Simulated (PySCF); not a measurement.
# UHF on Ca (calcium, neutral)

Configuration: [Ar] 4p2, high-spin 3P determinant (an excited configuration). Calculation: PySCF 2.14, in aug-cc-pVQZ-X2C; scalar relativity by spin-free X2C-1e.

```json
{
  "Total energy": "-679.483307 hartree",
  "One-electron energy": "-928.4173 hartree",
  "Hartree (Coulomb) energy": "284.3574 hartree",
  "Exchange energy": "-35.4234 hartree",
  "⟨S²⟩": "2.0000",
  "⟨L²⟩": "2.000",
  "Sum of ⟨r⟩": "23.09 bohr",
  "Sum of ⟨r²⟩": "76.70 bohr²",
  "Traceless quadrupole moment −½Σ⟨3z² − r²⟩ along its main axis": "12.2 e·bohr²",
  "Langevin diamagnetic susceptibility": "-60.7 ×10⁻⁶ cm³/mol"
}
```

```csv
shell,electrons,mean orbital energy (eV),spread (eV),"rms radius, mean of both spins (bohr)"
1s α,1,-4087.5,0,0.0888
1s β,1,-4087.4,0,0.0888
2s α,1,-464.22,0,0.393
2s β,1,-464.18,0,0.393
2p α,3,-373.79,0.029,0.362
2p β,3,-373.72,0.043,0.362
3s α,1,-64.057,0,1.24
3s β,1,-63.897,0,1.24
3p α,3,-39.092,0.008,1.37
3p β,3,-38.915,0.210,1.37
4p α,2,-4.040,0,5.53
```

Densities and radii are taken from the X2C orbitals without a picture-change correction, which distorts them close to the nucleus.

Spin-orbit constants ζ (cm⁻¹) from the X2C one-electron operator on these orbitals: bare nucleus, nucleus screened by l(l+1)(2l+1)/3 electrons, and screened by the Breit-Pauli mean field of the electrons.

```json
{"shell": "2p", "bare": "21480", "screened nucleus": "19330", "mean field": "n/a"}
{"shell": "3p", "bare": "2095", "screened nucleus": "1885", "mean field": "n/a"}
{"shell": "4p", "bare": "82.99", "screened nucleus": "74.69", "mean field": "n/a"}
```

To first order the Landé constant is A = 37.34 cm⁻¹, so the lowest level has J = 0 and lies 0.00926 eV below the centre of the term. This holds in LS coupling only.
